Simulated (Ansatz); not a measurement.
Reactions of CH9AsSi2, SMILES `C[SiH2][SiH2][AsH2]`.

Computed with Ansatz on PBE0-D4/def2-TZVP structures; ΔE is electronic, products minus reactants. CCSD(T)/CBS adds triple-zeta CCSD(T) − MP2 to the extrapolated MP2 energy (def2 sets, frozen cores). This one scheme is used for every species, atoms too. DFT in def2-TZVPP. B3LYP here is the variant with VWN-RPA as its local correlation; programs differ in this. No spin–orbit coupling; open shells (•) take unrestricted orbitals. Spin–orbit coupling would lower the free atoms: a little for C, Si. Bonds to As, Br are less sure, by a few kJ/mol each and by 10 to 20 or more in all where they break to atoms, as the def2 sets lack core-valence functions. Scalar relativity is left out up to krypton. One conformer a species, not always the lowest.

```csv
reaction,B3LYP-D4 (kJ/mol),CCSD/CBS(def2) (kJ/mol),MP2/CBS(def2) (kJ/mol),HF/CBS(def2) (kJ/mol),CCSD(T)/CBS(def2) (kJ/mol)
`C[SiH2][SiH2][AsH2]` + H₂ → `[SiH3][AsH2]` + `C[SiH3]`,-14,-20,-11,-52,-14
`C[SiH2][SiH2][AsH2]` + `BS` → `BS[SiH2][SiH2]C` + `[AsH3]`,-17,-17,-19,-20,-17
`C[SiH2][SiH2][AsH2]` + CH₄ → `C[SiH2][AsH2]` + `C[SiH3]`,15,9,8,-3,12
`C[SiH2][SiH2][AsH2]` + PH₃ → `C[SiH2]P` + `[SiH3][AsH2]`,-13,-16,-20,-23,-15
`C[SiH2][SiH2][AsH2]` + H₂O → `C[SiH2][SiH2]O` + `[AsH3]`,-43,-40,-34,-67,-37
`C[SiH2][SiH2][AsH2]` + `BS` → `BS[SiH2]C` + `[SiH3][AsH2]`,-46,-51,-58,-61,-50
`C[SiH2][SiH2][AsH2]` + `SS` → `C[SiH2]SS` + `[SiH3][AsH2]`,-58,-59,-68,-66,-60
`C[SiH2][SiH2][AsH2]` → As• + C• + 9 H• + 2 Si•,4007,3956,3954,2978,3997
`C[SiH2][SiH2][AsH2]` + `C=C` → `C=C[SiH2][AsH2]` + `C[SiH3]`,3,2,-3,-8,3
`C[SiH2][SiH2][AsH2]` + HBr → `C[SiH2][SiH2]Br` + `[AsH3]`,-59,-62,-62,-77,-60
```

Largest T1 diagnostic: 0.015, for `BS`.
